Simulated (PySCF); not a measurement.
Si(F)(Cl)(OH)(OMe) (CH4ClFO2Si), SMILES O[Si](F)(Cl)OC.

The structure is a stationary point at PBE0-D3(BJ)/def2-SVP. The values are those of a single conformer.

Two levels are set side by side: PBE/def2-TZVP (PySCF) and HF/def2-TZVP (PySCF). Same geometry, gas phase. Differences are taken from unrounded values.

```
quantity                       PBE
---------------------------  -----
orbital gap (eV)              6.78
highest occupied level (eV)  -7.33
lowest empty level (eV)      -0.55
dipole moment (D)             1.95
mean polarisability (bohr³)   53.6
```

### Question
These are the PBE values. What does HF give? (The exact figures need the calculation; the answer reports its results.)

### Answer

| quantity | HF | PBE minus HF |
|---|---|---|
| orbital gap (eV) | 16.21 | -9.43 |
| highest occupied level (eV) | -12.85 | 5.52 |
| lowest empty level (eV) | 3.36 | -3.91 |
| dipole moment (D) | 2.19 | -0.24 |
| mean polarisability (bohr³) | 46.5 | 7.1 |

PBE's occupied levels lie high since its potential decays too fast outside the molecule; exact exchange lowers them and widens the gap. Loosely held outer electrons make PBE densities more polarisable. Differences between two approximate levels are no errors against the true value.

Rough cost on one machine, each run with all the roots and properties that it gave: HF against PBE about 1/3.
